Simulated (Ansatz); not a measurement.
```xyz
12

B    -0.404    2.203    0.751
N     0.286    1.270   -0.031
Si    0.728   -0.361    0.427
Si   -0.401   -1.937   -0.891
H    -0.727    1.901    1.864
H    -0.660    3.281    0.296
H     0.536    1.559   -0.967
H     2.196   -0.550    0.250
H     0.384   -0.521    1.861
H    -1.869   -1.847   -0.672
H    -0.123   -1.684   -2.332
H     0.054   -3.315   -0.558
```

Charge 0, multiplicity 1.

List the PBE/def2-TZVPP orbital energies in eV (Ansatz 0.2.0). (An estimate is asked.)

Ansatz gave: Occupied: -1780.03, -1779.56, -380.74, -176.71, -137.75, -137.36, -94.50, -94.47, -94.47, -94.08, -94.08, -94.08, -21.60, -14.15, -13.07, -12.79, -10.62, -9.39, -8.97, -8.64, -8.42, -8.16, -7.47, -6.75. Lowest empty: -1.29, -1.03, -0.58, -0.10, 0.14, 0.59, 0.77, 0.99.
